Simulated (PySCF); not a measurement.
C4H14OSi2.
Z-matrix (Å and degrees, PBE0-D3(BJ)/def2-SVP geometry), rows numbered from 1:
```
C 
Si  1  1.8730
C   2  1.8753  1  110.73
O   2  1.6634  1  109.86  3   121.50
Si  4  1.6634  2  144.05  1   -75.28
C   5  1.8713  4  109.32  2   -91.57
C   5  1.8759  4  110.03  2    30.27
H   1  1.1018  2  110.98  3    63.03
H   1  1.1017  2  110.85  3   -56.90
H   1  1.1009  2  110.86  3  -176.94
H   2  1.4946  1  109.80  3  -121.20
H   3  1.1017  2  111.07  1   -62.51
H   3  1.1020  2  111.02  1    57.40
H   3  1.1012  2  110.88  1   177.56
H   5  1.4951  4  107.25  2   149.39
H   6  1.1008  5  110.78  4   -56.65
H   6  1.1018  5  110.68  4    63.14
H   6  1.1017  5  111.14  4  -176.80
H   7  1.1020  5  111.01  4   -61.72
H   7  1.1018  5  110.94  4   178.53
H   7  1.1012  5  111.10  4    58.61
```

Method used: TDDFT PBE0/def2-SVPD, vertical, gas phase, core orbitals frozen in the response (PySCF 2.14.0, density-fitted response routines).

Frontier orbitals with the atoms that hold most of them (Löwdin shares over 4%, at most four atoms; ? is withheld):

```tsv
orbital	ε (eV)	atoms
HOMO-3	-8.88	Si5 15%, H15 15%, Si2 14%, C3 14%
HOMO-2	-8.84	C1 18%, C6 17%, Si2 12%, Si5 11%
HOMO-1	-8.11	?
HOMO	-7.96	?
LUMO	0.47	C7 10%, C3 10%, Si5 9%, Si2 8%
LUMO+1	1.01	Si5 16%, O4 16%, Si2 14%, H11 6%
LUMO+2	1.04	C1 13%, C6 12%, H17 8%, O4 7%
```

Problem. Which atoms hold the HOMO, and with what shares?

Solution. O4 (bonded to 2 Si) 30%; C6 (bonded to Si and 3 H) 14%; C1 (bonded to Si and 3 H) 12%; Si5 (bonded to 2 C, O and H) 9%. By element: oxygen 30%, carbon 26% or more, silicon 9% or more.

Problem. Give the leading atoms of the HOMO-1.

Solution. O4 (bonded to 2 Si) 27%; C7 (bonded to Si and 3 H) 13%; Si2 (bonded to 2 C, O and H) 12%; Si5 (bonded to 2 C, O and H) 11%. By element: oxygen 27%, silicon 22%, carbon 13% or more.

Problem. The HOMO–LUMO gap is 8.42 eV. Where does the response calculation put the lowest singlet, and from which orbitals?

Solution. S1 is at 7.42 eV (f = 0.048), 1.01 eV below the gap, made of HOMO→LUMO (96%). Without the coupling terms of the response equations the lowest excitation would equal the gap.

Problem. One configuration dominates each of S1, S2, S3 and S4. Which, and how do the shares of the two leading atoms of either orbital change from the occupied to the empty one?

Solution. 
- S1 (7.42 eV, f 0.048), HOMO→LUMO (96%): O4 30% → at most 9%, C6 14% → at most 9%, C7 at most 10% → 10%, C3 at most 10% → 10%
- S2 (7.60 eV, f 0.019), HOMO-1→LUMO (94%): O4 27% → at most 9%, C7 13% → 10%, C3 at most 11% → 10%
- S3 (7.67 eV, f 0.0006), HOMO→LUMO+1 (85%): O4 30% → 16%, C6 14% → at most 7%, Si5 9% → 16%
- S4 (7.79 eV, f 0.0075), HOMO-1→LUMO+1 (85%): O4 27% → 16%, C7 13% → at most 7%, Si5 11% → 16%

One conformer stands for the species.
